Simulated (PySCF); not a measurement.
Another site gives an ion 66455.19 eV lower (`O[SiH2]Br`) at the level CAM-B3LYP-D3(BJ)/def2-TZVPD (PySCF).

Excitations are Tamm–Dancoff values on a coarser integration grid.

Cartesian coordinates (Å):
```xyz
10

N     -0.7498     1.3503    -2.1504
C     -0.8991     0.6078    -1.2907
C     -0.9890    -0.3071    -0.1731
Si     0.7159    -0.5099     0.6281
O      1.3260     0.9508     1.0410
H     -1.3586    -1.2762    -0.5141
H     -1.6955     0.0830     0.5612
H      1.5764    -1.2245    -0.3371
H      0.5600    -1.2747     1.8763
H      1.5137     1.6004     0.3588
```
Charge 0, spin multiplicity 1.

Task: Give the S1 excitation (TDA), HOMO and T1 excitation (TDA) at the level PBE-D3(BJ)/def2-TZVPD // CAM-B3LYP-D3(BJ)/def2-TZVPD (PySCF 2.14.0).

Result: 
| Quantity | Value |
|---|---|
| S1 excitation (TDA) | 6.43 eV |
| HOMO | -7.47 eV |
| T1 excitation (TDA) | 6.11 eV |
